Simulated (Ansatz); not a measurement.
Coupled-cluster run, C₂HCl₅ (`ClC(Cl)C(Cl)(Cl)Cl`).

```yaml
crystal:
  periodic: [false, false, false]
  atoms:
    - {symbol: Cl, position_ang: [-1.037554, -0.212856, 1.883586]}
    - {symbol: C, position_ang: [-0.774574, 0.017582, 0.159705]}
    - {symbol: Cl, position_ang: [-1.606282, -1.227756, -0.763020]}
    - {symbol: C, position_ang: [0.730987, 0.069030, -0.183552]}
    - {symbol: Cl, position_ang: [1.539933, -1.436060, 0.219774]}
    - {symbol: Cl, position_ang: [0.893538, 0.402330, -1.912930]}
    - {symbol: Cl, position_ang: [1.457812, 1.409281, 0.712947]}
    - {symbol: H, position_ang: [-1.203860, 0.978449, -0.116511]}
basis:
  gaussian: {orbitals: cc-pV(T+d)Z}
correlation: {method: ccsd_t}
output: {orbitals: {seedname: orbitals}}
```

```sh
$ ansatz run in.yaml --threads 2 --pin off --events-out ev --progress --plain --max-ram 32768MiB --backend cuda --devices 0, --max-vram 18GiB
```

Log, shortened:

```
Functional definition: HF
  name "HF"
  cite "Fock, Z. Phys. 61, 126 (1930) doi:10.1007/BF01340294"
  parent pbe
  exchange = exact_x
  correlation = 0
1633 factors; integrals over basis functions are off by at most 1.2e-3 eV
mean field evaluation 1: about -64592.8425 eV, gradient 3.5e1 eV
mean field evaluation 2: about -64593.3807 eV, gradient 3.6e1 eV
mean field evaluation 4: about -64597.0840 eV, gradient 4.3e0 eV
mean field evaluation 8: about -64597.2046 eV, gradient 3.8e-1 eV
mean field evaluation 16: about -64597.2054 eV, gradient 2.5e-6 eV
mean field -64597.20540873 eV, -2373.9035132125 hartree, gradient 2.5e-6 eV, S^2 0.000000; 0 other end points of the search recorded, 0 dependent functions left out
27 core orbitals not correlated: weight in the atoms' cores, before any rotation towards them, 1.000 or more for the frozen orbitals, at most 0.000 for the correlated occupied ones
reference -64597.20540873 eV, -2373.9035132125 hartree; 22, 22 occupied and 220, 220 virtual orbitals, 1633 factors
second order -35.08499135 eV of doubles, -0.00000000 eV of singles
cycle   1  -35.89288521 eV  change   -8.1e-1 eV  update   1.3e-1
cycle   2  -36.76330034 eV  change   -8.7e-1 eV  update   3.9e-2
cycle   3  -36.95840504 eV  change   -2.0e-1 eV  update   1.7e-2
cycle   4  -36.94750726 eV  change    1.1e-2 eV  update   3.6e-3
cycle   5  -36.94623225 eV  change    1.3e-3 eV  update   1.5e-3
cycle   6  -36.94608787 eV  change    1.4e-4 eV  update   4.6e-4
cycle   7  -36.94584471 eV  change    2.4e-4 eV  update   2.2e-4
cycle   8  -36.94578695 eV  change    5.8e-5 eV  update   6.6e-5
cycle   9  -36.94580793 eV  change   -2.1e-5 eV  update   2.1e-5
perturbative correction -1.79899920 eV, -0.0661120010 hartree
Total energy: -64635.95021586 eV, -2375.3273586122 hartree
```

Run time 6.5 s (2 threads of an AMD EPYC 7R13 on a shared host and a share of an NVIDIA H100 80 GB); peak host memory 0.82 GiB.

MP2 recovers 90.6 % of the CCSD(T) correlation energy and the triples give 4.6 %; T1 = 0.0098.
